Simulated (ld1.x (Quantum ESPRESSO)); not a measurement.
**Which change was made? (Bi, TM)**

```json
{
 "Element": "Bi",
 "Generator": "ld1.x (Quantum ESPRESSO) 7.5",
 "Type": "norm-conserving Troullier–Martins (Kleinman–Bylander form)",
 "Functional": "PBE",
 "Relativity": "fully relativistic",
 "Frozen core": "[Xe] 4f14 5d10",
 "Valence charge": "5",
 "Reference configuration": "6s2 6p2 (charge +1)",
 "Partial waves": "6s (bound): rc 2.00 bohr; 6p (bound): rc 2.10 bohr",
 "Local potential": "all-electron potential smoothed inside 1.80 bohr (lloc = -2)",
 "Core correction": "a·sin(br)/r model core inside 1.95 bohr"
}
```

Open shells are filled in proportion to 2j + 1 (rel_dist='average').

Cutoffs, loose and tight: the cutoffs (Ry, on a coarse ladder) from which the occupation-weighted sum of valence levels, in a spherical-Bessel basis at the reference potential, stays within 10 and 1 mRy of its value at 400 Ry. They do not see the model core or the augmentation charge, which bear on the density cutoff. Test errors are all-electron minus pseudo excitation energies from the reference, over the configurations 6s2 6p3; 6s2 6p1; 6s2 6p0; 6s2 6p2.5; 6s1 6p3; 6s0 6p5; 6s1 6p4; variants that change the core or the reference have their own tests.

The base gives: outcome: generated; cutoff, loose: 25 Ry; cutoff, tight: 45 Ry; bound ghosts: d; largest test error (meV): -152.

(1) After one change the result is: outcome: generated; cutoff, loose: 21 Ry; cutoff, tight: 40 Ry; bound ghosts: d; largest test error (meV): -137. Which change was it?
A. wave 6s (bound): rc 2.00 bohr becomes 6s (bound): rc 1.28 bohr
B. wave 6s (bound): rc 2.00 bohr becomes 6s (bound): rc 1.52 bohr
C. wave 6s (bound): rc 2.00 bohr becomes 6s (bound): rc 2.48 bohr

Answers

(1) C. The others give: wave 6s (bound): rc 2.00 bohr becomes 6s (bound): rc 1.28 bohr → outcome: generated; cutoff, loose: 140 Ry; cutoff, tight: over 300 Ry; bound ghosts: s, d; largest test error (meV): -139 | wave 6s (bound): rc 2.00 bohr becomes 6s (bound): rc 1.52 bohr → outcome: generated; cutoff, loose: 50 Ry; cutoff, tight: 110 Ry; bound ghosts: d; largest test error (meV): -140.
